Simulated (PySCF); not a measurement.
HBF (SMILES [BH]F), doublet, geometry from GFN2-xTB; WB97X/def2-TZVP (PySCF).

Input for PySCF:
```python
from pyscf import gto, scf, dft

mol = gto.Mole()
mol.atom = '''
    B    -0.621149    0.422611    0.010609
    F     0.523029   -0.210101   -0.001078
    H    -1.601514   -0.222146   -0.043347
'''
mol.basis = 'def2-tzvp'
mol.charge = 0
mol.spin = 1
mol.verbose = 4
mol.build()

mf = dft.UKS(mol)
mf.xc = 'wb97x'
mf.grids.atom_grid = (75, 302)
mf.kernel()
mf.analyze()
```

**Question.** Write the output that PySCF gives for this input, abridged.

**Answer.** 
```
PySCF version 2.14.0

[INPUT] verbose = 4
[INPUT] num. atoms = 3
[INPUT] num. electrons = 15
[INPUT] charge = 0
[INPUT] spin (= nelec alpha-beta = 2S) = 1
[INPUT] symmetry False subgroup None
[INPUT] Mole.unit = angstrom
[INPUT] Symbol           X                Y                Z      unit          X                Y                Z       unit  Magmom
[INPUT]  1 B     -0.621149000000   0.422611000000   0.010609000000 AA   -1.173801492547   0.798619047229   0.020048104456 Bohr   0.0
[INPUT]  2 F      0.523029000000  -0.210101000000  -0.001078000000 AA    0.988381565205  -0.397033348497  -0.002037124762 Bohr   0.0
[INPUT]  3 H     -1.601514000000  -0.222146000000  -0.043347000000 AA   -3.026422844657  -0.419795099668  -0.081913958322 Bohr   0.0

nuclear repulsion = 22.7061087497897
number of shells = 26
number of NR pGTOs = 100
number of NR cGTOs = 68
basis = def2-tzvp
ecp = {}

******** <class 'pyscf.dft.uks.UKS'> ********
method = UKS
initial guess = minao
damping factor = 0
level_shift factor = 0
DIIS = <class 'pyscf.scf.diis.CDIIS'>
diis_start_cycle = 1
diis_space = 8
diis_damp = 0
SCF conv_tol = 1e-09
SCF conv_tol_grad = None
SCF max_cycles = 50
direct_scf = True
direct_scf_tol = 1e-13
number electrons alpha = 8  beta = 7
XC library pyscf.dft.libxc version 7.1.2
    S. Lehtola, C. Steigemann, M. J. T. Oliveira, and M. A. L. Marques,  SoftwareX 7, 1–5 (2018)
XC functionals = wb97x
    J.-D. Chai and M. Head-Gordon,  J. Chem. Phys. 128, 084106 (2008)
radial grids:
    Treutler-Ahlrichs [JCP 102, 346 (1995); DOI:10.1063/1.469408] (M4) radial grids

becke partition: Becke, JCP 88, 2547 (1988); DOI:10.1063/1.454033
pruning grids: <function nwchem_prune>
grids dens level: 3
symmetrized grids: False
atomic radii adjust function: <function treutler_atomic_radii_adjust>
User specified grid scheme (75, 302)
small_rho_cutoff = 0
Set gradient conv threshold to 3.16228e-05
tot grids = 43152
init E= -125.296653590563

cycle= 1 E= -125.222215241799  delta_E= 0.0744  |g|= 0.34  |ddm|= 0.959
cycle= 2 E= -125.22366906231  delta_E= -0.00145  |g|= 0.416  |ddm|= 0.343
cycle= 3 E= -125.271459130844  delta_E= -0.0478  |g|= 0.0272  |ddm|= 0.146
cycle= 4 E= -125.272409154281  delta_E= -0.00095  |g|= 0.0103  |ddm|= 0.0541
cycle= 5 E= -125.27259355627  delta_E= -0.000184  |g|= 0.00353  |ddm|= 0.0279
cycle= 6 E= -125.272620796202  delta_E= -2.72e-05  |g|= 0.000946  |ddm|= 0.0109
cycle= 7 E= -125.272622572825  delta_E= -1.78e-06  |g|= 0.000192  |ddm|= 0.00277
cycle= 8 E= -125.272622643231  delta_E= -7.04e-08  |g|= 4.25e-05  |ddm|= 0.000553
cycle= 9 E= -125.272622645986  delta_E= -2.75e-09  |g|= 1.08e-05  |ddm|= 9.68e-05
cycle= 10 E= -125.27262264617  delta_E= -1.84e-10  |g|= 2.77e-06  |ddm|= 2.81e-05
Extra cycle  E= -125.272622646181  delta_E= -1.13e-11  |g|= 1.31e-06  |ddm|= 4.76e-06
converged SCF energy = -125.272622646181  <S^2> = 0.75171946  2S+1 = 2.0017187
**** SCF Summaries ****
Total Energy =                        -125.272622646180821
Nuclear Repulsion Energy =              22.706108749789742
One-electron Energy =                 -217.554849091765050
Two-electron Energy =                   69.576117695794508
Two-electron Coulomb Energy =           84.424366621118395
DFT Exchange-Correlation Energy =      -14.848248925323890
**** MO energy ****
                             alpha | beta                alpha | beta
MO #1   energy= -24.7770372971994  | -24.7748725473329  occ= 1 | 1
MO #2   energy= -6.92322504222401  | -6.91649268840466  occ= 1 | 1
MO #3   energy= -1.36901209569632  | -1.36322537741986  occ= 1 | 1
MO #4   energy= -0.699987808965584 | -0.689476032877913 occ= 1 | 1
MO #5   energy= -0.619134053960332 | -0.60002175858295  occ= 1 | 1
MO #6   energy= -0.597056402956671 | -0.594647608737204 occ= 1 | 1
MO #7   energy= -0.547025293650464 | -0.520677192749542 occ= 1 | 1
MO #8   energy= -0.317996776760765 | -0.00229097385039978 occ= 1 | 0
MO #9   energy= 0.034933693348858  | 0.0511632063246594 occ= 0 | 0
MO #10  energy= 0.132096960053211  | 0.139285228609708  occ= 0 | 0
MO #11  energy= 0.154614913342185  | 0.167481734842955  occ= 0 | 0
MO #12  energy= 0.191472441973559  | 0.244562261313663  occ= 0 | 0
MO #13  energy= 0.224695520564932  | 0.252724378802351  occ= 0 | 0
MO #14  energy= 0.256584068710904  | 0.284092652138337  occ= 0 | 0
MO #15  energy= 0.391025525917179  | 0.409588096194561  occ= 0 | 0
MO #16  energy= 0.460708986472607  | 0.452271744501122  occ= 0 | 0

To work with the spin densities directly, `use mulliken_meta_spin()` only printing them here.

 ** Mulliken spin pop alpha/beta on meta-lowdin orthogonal AOs **
 ** Mulliken Spin Density (per AO)  **
spin_pop of  0 B 1s        0.00004
spin_pop of  0 B 2s        0.27848
spin_pop of  0 B 3s        0.00855
spin_pop of  0 B 4s        0.00017
spin_pop of  0 B 5s        0.00006
spin_pop of  0 B 2px       0.00954
spin_pop of  0 B 2py       0.58270
spin_pop of  0 B 2pz       0.00986
spin_pop of  0 B 3px       0.00117
spin_pop of  0 B 3py      -0.00022
spin_pop of  0 B 3pz       0.00032
spin_pop of  0 B 4px       0.00001
spin_pop of  0 B 4py       0.00002
spin_pop of  0 B 4pz       0.00001
spin_pop of  0 B 3dxy      0.00013
spin_pop of  0 B 3dyz     -0.00015
spin_pop of  0 B 3dz^2     0.00042
spin_pop of  0 B 3dxz      0.00005
spin_pop of  0 B 3dx2-y2    0.00125
spin_pop of  0 B 4dxy     -0.00002
spin_pop of  0 B 4dyz     -0.00003
spin_pop of  0 B 4dz^2     0.00004
spin_pop of  0 B 4dxz      0.00003
spin_pop of  0 B 4dx2-y2    0.00006
spin_pop of  0 B 4f-3      0.00001
spin_pop of  0 B 4f-2     -0.00000
spin_pop of  0 B 4f-1      0.00003
spin_pop of  0 B 4f+0      0.00001
spin_pop of  0 B 4f+1      0.00002
spin_pop of  0 B 4f+2     -0.00000
spin_pop of  0 B 4f+3     -0.00004
spin_pop of  1 F 1s       -0.00000
spin_pop of  1 F 2s        0.00151
spin_pop of  1 F 3s        0.00011
spin_pop of  1 F 4s        0.00013
spin_pop of  1 F 5s        0.00001
spin_pop of  1 F 2px      -0.00144
spin_pop of  1 F 2py       0.06236
spin_pop of  1 F 2pz      -0.00805
spin_pop of  1 F 3px       0.00021
spin_pop of  1 F 3py       0.00204
spin_pop of  1 F 3pz       0.00004
spin_pop of  1 F 4px      -0.00001
spin_pop of  1 F 4py       0.00007
spin_pop of  1 F 4pz      -0.00000
spin_pop of  1 F 3dxy      0.00004
spin_pop of  1 F 3dyz      0.00001
spin_pop of  1 F 3dz^2     0.00006
spin_pop of  1 F 3dxz     -0.00001
spin_pop of  1 F 3dx2-y2   -0.00001
spin_pop of  1 F 4dxy      0.00005
spin_pop of  1 F 4dyz     -0.00000
spin_pop of  1 F 4dz^2     0.00002
spin_pop of  1 F 4dxz     -0.00000
spin_pop of  1 F 4dx2-y2   -0.00000
spin_pop of  1 F 4f-3      0.00000
spin_pop of  1 F 4f-2     -0.00000
spin_pop of  1 F 4f-1      0.00000
spin_pop of  1 F 4f+0      0.00000
spin_pop of  1 F 4f+1      0.00000
spin_pop of  1 F 4f+2     -0.00000
spin_pop of  1 F 4f+3     -0.00000
spin_pop of  2 H 1s        0.04910
spin_pop of  2 H 2s        0.00097
spin_pop of  2 H 3s        0.00016
spin_pop of  2 H 2px       0.00032
spin_pop of  2 H 2py      -0.00019
spin_pop of  2 H 2pz       0.00000
 ** Mulliken Spin Density (per atom)  **
spin density of  0 B =      0.89250
spin density of  1 F =      0.05714
spin density of  2 H =      0.05036
 ** Mulliken pop alpha/beta on meta-lowdin orthogonal AOs **
 ** Mulliken pop       alpha | beta **
In total             8.00000 | 7.00000
 ** Mulliken atomic charges   ( Nelec_alpha | Nelec_beta ) **
charge of  0B =      0.22987  (     2.83132      1.93881 )
charge of  1F =     -0.23841  (     4.64777      4.59064 )
charge of  2H =      0.00854  (     0.52091      0.47055 )
Dipole moment(X, Y, Z, Debye): -0.58244, -0.25802, -0.02540
```
